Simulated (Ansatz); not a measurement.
Ansatz (an electronic-structure program) input (SVWN5/def2-TZVP):

Ansatz 0.2 input:
```yaml
crystal:
  periodic: [false, false, false]
  atoms:
    - {symbol: Si, position_ang: [0.01529876, 0.01273124, 0.57681924]}
    - {symbol: F, position_ang: [1.02401244, -0.69021782, -0.46109671]}
    - {symbol: F, position_ang: [-1.04781051, 0.67041367, -0.43617766]}
basis:
  gaussian:
    orbitals: def2-TZVP
hamiltonian:
  xc: {name: SVWN5}
relax: {f_tol: 0.003, max_steps: 100}
```

End of the output:

```
mean field -13251.12471145 eV, -486.9698512109 hartree, gradient 2.3e-5 eV, S^2 0.000000; 0 other end points of the search recorded, 0 dependent functions left out
the calculation of the forces begins
reference -13251.12473462 eV, -486.9698520625 hartree; 16, 16 occupied and 83, 83 virtual orbitals, 564 factors
relax step   4: F+E_penalty+E_count = -13251.12471145 eV  Δ(F+E_penalty+E_count) = -1.207e-6 eV  max|allowed force component| = 3.881e-5 eV/Å  Δτ_max = 0.0003 Å  (17 SCF iters, accepted)
integrals: 0.02 GiB planned
564 factors; their error is unknown
mean field: 0.19 GiB planned
mean field -13251.12471145 eV, -486.9698512109 hartree, gradient 2.3e-5 eV, S^2 0.000000; 1 other end points of the search recorded, 0 dependent functions left out
the calculation of the forces begins
reference -13251.12473462 eV, -486.9698520625 hartree; 16, 16 occupied and 83, 83 virtual orbitals, 564 factors
Total energy: -13251.12473462 eV, -486.9698520625 hartree
Atom 0 at     0.015278     0.012714     0.576039 Å, force     0.000001     0.000001     0.000039 eV/Å
Atom 1 at     1.017427    -0.685878    -0.460627 Å, force     0.000029    -0.000020    -0.000020 eV/Å
Atom 2 at    -1.041204     0.666091    -0.435867 Å, force    -0.000030     0.000019    -0.000019 eV/Å
Dipole moment:     0.005924     0.004930     0.223374 e Å
```
